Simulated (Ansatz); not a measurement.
C3H7N, SMILES `CC(C)=N` (charge 0, multiplicity 1).

Cartesian coordinates (Å):
```xyz
11

C      1.2623     0.1531     0.5666
C      0.0170     0.3678    -0.2369
C     -1.0416    -0.6875    -0.0924
N     -0.0726     1.3966    -0.9722
H      1.0241     0.0957     1.6331
H      1.7319    -0.7979     0.2971
H      1.9660     0.9655     0.3960
H     -1.3537    -0.7730     0.9528
H     -1.9175    -0.4671    -0.7040
H     -0.6461    -1.6656    -0.3822
H     -0.9698     1.4123    -1.4580
```
Charge 0, multiplicity 1.

Frozen-core energies in 6-31g from Ansatz (a program for electronic structure) at a geometry from PBE0-D3(BJ)/def2-TZVP; the HF reference has <S^2> = 0.00 and the T1 diagnostic is 0.010.

```csv
level,energy (Ha)
HF,-172.03750
MP2,-172.42111
CCSD,-172.46203
CCSD(T),-172.47315
```

Question: Estimate the energies of CCSDT and CCSDT(Q), and give each level's difference from CCSDT(Q).

Answer: 
| level | energy (Ha) | difference from CCSDT(Q) (mHa) |
|---|---|---|
| MP2 | -172.42111 | 53.59 |
| CCSD | -172.46203 | 12.68 |
| CCSD(T) | -172.47315 | 1.55 |
| CCSDT | -172.47371 | 1.00 |
| CCSDT(Q) | -172.47471 | 0.00 |
